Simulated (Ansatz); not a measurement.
Computed with Ansatz on PBE0-D4/def2-TZVP structures; ΔE is electronic, products minus reactants. CBS: MP2 limit from def2 TZ/QZ plus the TZ coupled-cluster correction, frozen cores. DFT in def2-TZVPP. B3LYP here is the variant with VWN-RPA as its local correlation; programs differ in this. Each species was taken in one conformer, which may not be the lowest.

Reaction (formal exchange of groups at the Al–C bond): `[OH][AlH][C]#CS` + `CC(N)F` → `N[CH](F)[AlH][OH]` + `CC#CS`

`[OH][AlH][C]#CS`:

```xyz
8

O     2.521    0.596   -0.550
Al    1.444    0.343    0.731
C    -0.367   -0.087    0.366
C    -1.533   -0.363    0.138
S    -3.152   -0.746   -0.030
H     2.266    0.533   -1.469
H     2.003    0.479    2.191
H    -3.183   -0.755   -1.377
```

`CC(N)F`:

```xyz
10

C    -0.273   -1.105    0.162
C     0.453    0.215    0.161
N    -0.416    1.299   -0.067
F     1.469    0.135   -0.821
H    -0.792   -1.246   -0.789
H    -1.005   -1.129    0.969
H     0.434   -1.924    0.293
H     0.988    0.380    1.102
H    -0.933    1.192   -0.930
H     0.074    2.184   -0.079
```

`N[CH](F)[AlH][OH]`:

```xyz
10

N     0.206   -0.607    1.438
C    -0.533   -0.621    0.240
F    -0.089   -1.651   -0.664
Al   -0.424    1.115   -0.728
O     0.986    1.466   -1.600
H     1.182   -0.376    1.319
H     0.123   -1.452    1.989
H    -1.563   -0.904    0.481
H    -1.554    2.214   -0.700
H     1.666    0.816   -1.775
```

`CC#CS`:

```xyz
8

C     0.737    0.061    1.293
C     0.071    0.117    0.008
C    -0.489    0.156   -1.059
S    -1.210    0.347   -2.565
H     0.991    1.069    1.633
H     1.660   -0.522    1.244
H     0.088   -0.388    2.049
H    -1.847   -0.839   -2.603
```

```tsv
level	ΔE (kJ/mol)	difference from CCSD(T)/CBS
PBE-D4	85.7	-18.1
B3LYP-D4	92.7	-11.1
B2PLYP	100.1	-3.7
r2SCAN	101.6	-2.2
PBE0	93.0	-10.8
B3LYP	93.1	-10.7
MP2/def2-TZVPP	107.9	4.1
CCSD/def2-TZVPP	106.6	2.8
MP2/def2-QZVPP	106.0	2.2
HF/CBS(def2)	112.3	8.5
CCSD(T)/CBS	103.8	0
```

Largest T1 diagnostic among the species: 0.014.

In def2-TZVPP, CCSD(T) changes the Hartree–Fock value by −5.7 kJ/mol (the triples alone add +0.4 kJ/mol) and MP2 by −4.8 kJ/mol. From PBE to PBE0 (25 % exact exchange), in def2-TZVPP and without D4, ΔE moves by +7.0 kJ/mol.
